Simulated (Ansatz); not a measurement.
A run on Cl3FZr, SMILES `[F][Zr]([Cl])([Cl])[Cl]` with other settings.

```yaml
crystal:
  periodic: [false, false, false]
  atoms:
    - {symbol: F, position_ang: [-0.210830, -0.554519, 2.182458]}
    - {symbol: Zr, position_ang: [0.080597, -0.112319, 0.136796]}
    - {symbol: Cl, position_ang: [1.806624, -1.325060, -0.823704]}
    - {symbol: Cl, position_ang: [-1.392824, -0.614484, -1.130089]}
    - {symbol: Cl, position_ang: [0.508069, 2.194166, -0.075356]}
basis:
  gaussian: {orbitals: def2-SVPD}
hamiltonian: {xc: {name: B2GP-PLYP}, pseudopotentials: {relativity: scalar}}
scf: {lower_state_search: off}
output: {forces: true}
```

```sh
$ ansatz run in.yaml --threads 4 --pin off --events-out ev --progress --plain --max-ram 10444MiB
```

It prints (some lines left out):

```
Functional definition: B2GP-PLYP
1275 factors; integrals over basis functions are off by at most 7.1e-4 eV
mean field evaluation 1: about -41627.3094 eV, gradient 4.3e1 eV
mean field evaluation 2: about -41627.3968 eV, gradient 4.3e1 eV
mean field evaluation 4: about -41631.2441 eV, gradient 3.1e0 eV
mean field evaluation 8: about -41631.2865 eV, gradient 2.9e-1 eV
mean field evaluation 16: about -41631.2868 eV, gradient 1.7e-4 eV
mean field -41631.28679199 eV, -1529.9215709061 hartree, gradient 2.7e-6 eV, S^2 0.000000; 0 other end points of the search recorded, 0 dependent functions left out
16 core orbitals not correlated: weight in the atoms' cores, before any rotation towards them, 1.000 or more for the frozen orbitals, at most 0.000 for the correlated occupied ones
reference -41631.28692229 eV, -1529.9215756943 hartree; 20, 20 occupied and 102, 102 virtual orbitals, 1275 factors
second order -28.43227928 eV of doubles, -0.00000000 eV of singles
Total energy: -41641.52254283 eV, -1530.2977278112 hartree
Relativity: scalar
Atom 0 at    -0.210830    -0.554519     2.182458 Å, force     0.223178     0.495966    -3.021695 eV/Å
Atom 1 at     0.080597    -0.112319     0.136796 Å, force     7.219599     2.241731     9.382374 eV/Å
Atom 2 at     1.806624    -1.325060    -0.823704 Å, force     0.467250    -0.192282    -0.044582 eV/Å
Atom 3 at    -1.392824    -0.614484    -1.130089 Å, force    -7.824079    -2.435653    -6.225755 eV/Å
Atom 4 at     0.508069     2.194166    -0.075356 Å, force    -0.085947    -0.109763    -0.090342 eV/Å
Dipole moment:    -0.316722    -0.103134    -0.441586 e Å
Checks for a lower state left out: starts, cluster_reference, orbital_swaps, neighbouring_geometries, increment
```

Hardware: 4 threads of an Arm Neoverse V1 on a shared host. Wall time 11 s, peak host memory 0.52 GiB.
